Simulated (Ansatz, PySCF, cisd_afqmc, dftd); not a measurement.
Species: C2HCl2F3, charge 0, singlet. C2HCl2F3 (SMILES FC(C(Cl)Cl)(F)F).
B3LYP-D3(BJ)/def2-TZVP minimum from Ansatz (a first-principles code):
```xyz
8

F     -1.4915     1.0410    -0.9202
C     -0.9883    -0.0126    -0.2593
F     -1.4896    -1.1223    -0.8226
F     -1.4050     0.0442     1.0056
C      0.5437    -0.0165    -0.3771
Cl     1.2172    -1.4535     0.4159
Cl     1.2146     1.4872     0.2831
H      0.8028    -0.0639    -1.4299
```

Property: enthalpy of formation at 298 K (by atomisation, with ideal-gas terms from PySCF's Hessian at B3LYP-D3(BJ)/def2-TZVP and the atoms' measured values of the G2/97 table; no spin-orbit terms), in kJ/mol. Radicals and triplets start from unrestricted determinants; spin-orbit coupling is neglected. Correlated methods leave the cores frozen. Rows without X2C or -DK are non-relativistic. AFQMC is phaseless with a CISD trial state; ± is one standard error, without the phaseless bias. Outlying blocks are dropped, and bars are widened where a walk drifts. Over all cases where full CI ran beside it in this data, AFQMC minus full CI had a median of +0.1 mEh and passed +0.4 mEh in a tenth of the cases. CBS(X,Y): correlation extrapolated as X^-3, Hartree-Fock from the larger set (Q,5: extrapolated as (X+1)exp(-9√X)). A bracket is a step between two methods taken in the basis named. Functionals run without relativity, which enters their misses. Double hybrids freeze cores in their MP2 part. 'core' is core correlation in cc-pwCVTZ (1s frozen past Ne), 'X2C' scalar relativity in cc-pVTZ-DK, both at CCSD(T). Where a partner has so few electrons that a lower coupled-cluster level is exact, that level stands in.

```csv
level,program,enthalpy of formation at 298 K (kJ/mol)
r2SCAN-D4/def2-TZVPD,Ansatz + dftd4,-793.1
B3LYP/def2-TZVPD,Ansatz,-683.1
PBE0-D4/def2-TZVPD,Ansatz + dftd4,-795.1
B2PLYP/def2-TZVPD,Ansatz,-704.8
MP2/cc-pV(D+d)Z,Ansatz,-616.9
MP2/cc-pV(Q+d)Z,Ansatz,-873.1
"CCSD(T)/CBS(cc-pV(T+d)Z,cc-pV(Q+d)Z) + core + X2C",Ansatz,-766.1
AFQMC/CISD/cc-pV(T+d)Z,cisd_afqmc,-666.3 ± 1.9
"CCSD(T)/CBS(cc-pV(T+d)Z,cc-pV(Q+d)Z) + [AFQMC/CISD - CCSD(T)]/cc-pV(T+d)Z",Ansatz + cisd_afqmc,-764.7 ± 1.9
"CCSD(T)/CBS(cc-pV(Q+d)Z,cc-pV(5+d)Z) + [AFQMC/CISD - CCSD(T)]/cc-pV(T+d)Z + core + X2C",Ansatz + cisd_afqmc,-772.7 ± 1.9
```
